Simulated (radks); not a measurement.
Charge is removed step by step from the 3p down level of Er, starting from [Ne] 3s2 3p(up 3, down 3) 3d10 4s2 4p6 4d10 4f12 5s2 5p6 6s2. All-electron calculation, scalar-relativistic Kohn-Sham, PBE, spin-polarised, spherical densities, finite nucleus; open shells are filled with parallel spins first (spin-orbit coupling, left out, can overturn this in heavy ions); Fermi nuclear charge, rms radius 5.2516 fm. Program: a radial shooting solver on a logarithmic mesh with Libxc functionals.

| removed (e) | E - E(0) (eV) | eigenvalue (eV) | E minus straight line (eV) |
|---|---|---|---|
| 0 | 0.000 | -1820.3 | 0.000 |
| 0.25 | 455.72 | -1830.8 | -4.076 |
| 0.5 | 914.11 | -1841.6 | -5.490 |
| 0.75 | 1375.2 | -1852.7 | -4.155 |
| 1 | 1839.2 | -1864.1 | 0.000 |

Removing the whole electron costs 1839.2 eV by Delta-SCF, against 1820.3 eV from minus the eigenvalue at the starting occupation. Slater's transition state (half an electron removed) gives 1841.6 eV. Integrating minus the eigenvalue over the occupation (Janak's theorem) gives 1841.8 eV. In this scalar-relativistic scheme the density is built from large components alone, so the theorem holds only approximately. The mean slope of the eigenvalue, de/dn, is 43.8 eV per electron.
